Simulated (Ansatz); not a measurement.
Conformers of FH$_{5}$O$_{2}$Si$_{2}$, SMILES `O[SiH2][SiH](O)F`, each relaxed with PBE0-D4/def2-TZVP in Ansatz. CBS adds the triple-zeta coupled-cluster correction to the MP2 limit.

Not all of them had a frequency check.

Conformer A:

Cartesian coordinates in Å:
```
O 0.641 -0.509 1.573
Si -0.384 -1.024 0.369
Si -0.163 0.771 -1.134
O 0.452 2.006 -0.257
F 0.842 0.346 -2.306
H 0.782 -1.076 2.333
H -1.776 -1.187 0.881
H 0.043 -2.342 -0.179
H -1.386 1.267 -1.805
H 0.950 1.750 0.525
```

Conformer B:

Z-matrix (Å, degrees):
```
Si
Si 1 2.351
O 1 1.651 2 106.6
H 1 1.484 2 113.0 3 -119.0
H 1 1.491 2 109.0 3 120.7
F 2 1.603 1 112.5 3 95.7
O 2 1.645 1 100.8 3 -21.2
H 2 1.488 1 118.3 3 -141.9
H 3 0.960 1 115.2 2 22.2
H 7 0.959 2 119.7 1 -172.4
```

Conformer C:

Cartesian coordinates in Å:
```
O -1.967 0.552 -0.575
Si -0.431 1.104 -0.318
Si 0.881 -0.807 0.033
O 0.497 -1.409 1.504
F 2.422 -0.359 0.004
H -2.657 1.200 -0.727
H -0.358 2.018 0.857
H 0.078 1.863 -1.497
H 0.760 -1.864 -1.008
H 0.776 -2.298 1.727
```

Conformer D:

```xyz
10

O    -2.266    0.786   -0.038
Si   -0.743    0.824   -0.681
Si    0.621   -0.787    0.349
O     2.176   -0.424   -0.011
F     0.372   -0.679    1.935
H    -2.342    0.867    0.914
H    -0.905    0.534   -2.127
H    -0.106    2.163   -0.525
H     0.335   -2.211    0.019
H     2.859   -1.074    0.165
```

(1) Which is lowest in electronic energy at CCSD(T)/CBS (frozen core, def2 sets), and by how much? (An estimate is asked.)

(2) Give the energies relative to A (kJ/mol) with PBE-D4/def2-TZVPP, r2SCAN-D4/def2-TZVPP, B3LYP-D4/def2-TZVPP, ωB97M-V/def2-TZVPP, B3LYP/def2-TZVPP, CCSD/def2-TZVPP, MP2/def2-QZVPP. (An estimate is asked.)

Answers

(1) Computed: A; B lies 1.7 kJ/mol higher, C lies 3.2 kJ/mol higher, D lies 2.6 kJ/mol higher. Gaps under about 2 kJ/mol don't settle the order.

(2) Ansatz gave: 
| level | B | C | D |
| --- | --- | --- | --- |
| PBE-D4/def2-TZVPP | 1.6 | 5.2 | 2.9 |
| r2SCAN-D4/def2-TZVPP | 1.6 | 5.0 | 3.1 |
| B3LYP-D4/def2-TZVPP | 1.4 | 3.4 | 2.4 |
| ωB97M-V/def2-TZVPP | 1.6 | 4.5 | 3.4 |
| B3LYP/def2-TZVPP | 1.2 | 2.2 | 1.2 |
| CCSD/def2-TZVPP | 1.6 | 2.3 | 2.2 |
| MP2/def2-QZVPP | 1.7 | 3.2 | 2.7 |

B3LYP here is the variant with VWN-RPA as its local correlation; programs differ in this.
